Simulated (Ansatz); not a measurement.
`C=C(C)CN` and `C=C(C)[SeH]` differ in one atom or group.

Ansatz, PBE0-D4/def2-TZVP geometries, multiplicity 1. Each molecule was computed in one conformer, which needn't be the lowest.

Scalar relativity is left out up to krypton. Spin–orbit coupling is left out; it splits and shifts lone-pair levels of the heavy atoms by tenths of an eV.

```csv
property,`C=C(C)CN`
HOMO energy (PBE0/def2-TZVPP) / eV,-6.96
HOMO–LUMO gap (PBE/def2-TZVPP) / eV,4.84
size of the dipole moment (PBE/def2-TZVPP) / D,1.05
LUMO energy (PBE/def2-TZVPP) / eV,-0.62
size of the dipole moment (B3LYP/def2-TZVPP) / D,1.07
LUMO energy (ωB97M-V/def2-TZVPP) / eV,2.25
```

**Question.** What does the change do to each property? (An estimate is asked.)

**Answer.** Computed: 
```csv
property,`C=C(C)[SeH]`,shift
HOMO energy (PBE0/def2-TZVPP) / eV,-6.37,0.59
HOMO–LUMO gap (PBE/def2-TZVPP) / eV,4.26,-0.58
size of the dipole moment (PBE/def2-TZVPP) / D,1.29,0.24
LUMO energy (PBE/def2-TZVPP) / eV,-1.04,-0.42
size of the dipole moment (B3LYP/def2-TZVPP) / D,1.29,0.22
LUMO energy (ωB97M-V/def2-TZVPP) / eV,1.87,-0.38
```

With PBE0 the HOMO rises by 0.59 eV and the LUMO falls by 0.48 eV, so the gap narrows by about 1.07 eV. PBE moves the HOMO by 0.16 eV and ωB97M-V by 0.86 eV. Dipoles are sizes alone; their direction can turn.

B3LYP here is the variant with VWN-RPA as its local correlation; programs differ in this.
